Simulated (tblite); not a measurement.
Species: C5H5ClSe.
Bonds: C1–C2 (triple), C2–C3, C3–Se4, Se4–C5, C5–C6 (double), C5–Cl7. Hydrogens: H8 on C1; H9, H10 on C3; H11, H12 on C6.

Computed with GFN2-xTB (tblite), gas phase: nudged elastic band of 9 images (0 to 8), spring 0.2 eV/Å², climbing image at the end, force threshold 0.05 eV/Å. The top image wasn't refined or checked by frequencies; at this threshold it can lie a kcal/mol or more above the true saddle point of the method.

The band describes a rotation about C3–Se4 (sp3 carbon bound to selenium, selenium bonded to 2 C), followed by the dihedral C2–C3–Se4–C5, from the optimised start (-57°) to a second optimised geometry at 78°.

Q: Give the energy profile along the converged band.

A: 
```csv
image,dihedral (°),E (kcal/mol),C3–Se4 (Å),C2···C5 (Å),largest true force (eV/Å)
0,-57,0.00,1.993,3.27,0.01
1,-41,0.60,2.000,3.18,0.04
2,-22,2.07,2.012,3.18,0.06
3,0,3.29,2.022,3.21,0.04
4,22,3.43,2.021,3.28,0.04
5,40,2.95,2.014,3.36,0.06
6,53,2.19,2.006,3.43,0.06
7,64,1.09,1.999,3.47,0.05
8,78,0.38,1.994,3.56,0.01
```

Barriers of this band. The top is image 4 at 22°: 3.43 kcal/mol forward and 3.05 kcal/mol back; the end lies 0.38 kcal/mol above the start. The central bond is 0.028 Å longer at the top than at the start.

Other torsions move too; by image: C3–Se4–C5–C6 (154, 151, 145, 138, 134, 136, 144, 153, 157°).

Q: What rate follows at 350 K for crossing this barrier forward?

A: Taking the electronic barrier for the free energy of activation (no zero-point or entropy terms, transmission 1), rate = (kT/h)·exp(−ΔE/kT) ≈ 5 × 10^10 s⁻¹, whose inverse is 2 × 10^-11 s. An error of 1 kcal/mol in the barrier changes this by a factor of 4, and the method and the loose band can each miss by that much or more.

Q: How would the two end points share their population at 350 K, from these energies alone?

A: exp(−ΔE/kT) with ΔE = 0.017 eV gives 0.57 for the higher one (end) against 1 for the lower, without vibrational, rotational or degeneracy terms. GFN2-xTB can put conformers this close in the wrong order.

Q: How long is the path, and how are the images spaced?

A: Cartesian distances between aligned neighbours (all atoms, Å): 0.66, 0.66, 0.71, 0.75, 0.80, 0.81, 0.77, 0.72; the sum is 5.87 Å, and the top lies 47 % of the way along.

What follows is the cost of the whole band run. Cost: about 25 s of CPU time on one thread; the machine was shared, so the figure is rough.
